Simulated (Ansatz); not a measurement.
`CN[Si](F)(F)F` and `CS[Si](F)(F)F` differ in one atom or group.

Ansatz, PBE0-D4/def2-TZVP geometries, multiplicity 1. Each molecule was computed in one conformer, which needn't be the lowest.

| property | `CN[Si](F)(F)F` |
| --- | --- |
| HOMO energy (PBE0/def2-TZVPP) / eV | -7.79 |
| HOMO energy (ωB97M-V/def2-TZVPP) / eV | -10.16 |
| LUMO energy (ωB97M-V/def2-TZVPP) / eV | 2.13 |
| HOMO–LUMO gap (PBE/def2-TZVPP) / eV | 6.07 |
| HOMO–LUMO gap (PBE0/def2-TZVPP) / eV | 8.44 |
| HOMO energy (PBE/def2-TZVPP) / eV | -6.30 |

(1) Give the same properties after the change, and the shifts. (An estimate is asked.)

Answers

(1) Computed: 
```
                             property  `CS[Si](F)(F)F`  shift
   HOMO energy (PBE0/def2-TZVPP) / eV            -7.84  -0.05
HOMO energy (ωB97M-V/def2-TZVPP) / eV           -10.04   0.12
LUMO energy (ωB97M-V/def2-TZVPP) / eV             1.70  -0.43
  HOMO–LUMO gap (PBE/def2-TZVPP) / eV             5.38  -0.69
 HOMO–LUMO gap (PBE0/def2-TZVPP) / eV             7.62  -0.82
    HOMO energy (PBE/def2-TZVPP) / eV            -6.54  -0.24
```

With PBE0 the HOMO falls by 0.05 eV and the LUMO falls by 0.85 eV, so the gap narrows by about 0.80 eV. PBE moves the HOMO by -0.24 eV and ωB97M-V by 0.12 eV. The zero-point energy changes by -40.0 kJ/mol with -3 modes.
